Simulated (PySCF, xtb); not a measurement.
HO2Si, SMILES O=[Si]=[OH+], charge +1.

Harmonic wavenumbers (cm⁻¹) from GFN2-xTB (xtb 6.7.1) at its own minimum, in rising order: 149, 357, 361, 1119, 1672, 3386.

Task: What does PBE0-D3(BJ)/def2-TZVP in PySCF give at its own minimum? (Estimate from the structure and the level; the computed values follow.)

Result: 237, 246, 424, 982, 1464, 3779. Paired by order, the mean absolute difference is 167 cm⁻¹ and the zero-point energies are 10.1 and 10.2 kcal/mol.
